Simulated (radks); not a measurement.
Task: These are the eigenvalues of the occupied orbitals of an atom or ion with whole-number occupations (hartree). Method: non-relativistic Kohn-Sham, PBE, spin-unpolarised, spherical densities, point nucleus; computed with a radial shooting solver on a logarithmic mesh with Libxc functionals.

| orbital | eigenvalue |
|---|---|
| 1s | -150.7103 |
| 2s | -21.04289 |
| 2p | -18.29450 |
| 3s | -6.53829 |

Which element is it, and in what charge state? The configuration may be excited.

Result: Z = 20, calcium, charge +8: Ca8+ in [Ne] 3s2. The list shows which subshells hold electrons but not how many an open one holds; the 1s level, -150.71 hartree, gives Z - s = 17.4 by -(Z - s)^2/2, which with screening narrows Z to a few neighbours, and the depths of the outer levels then fix element, charge and occupations together.
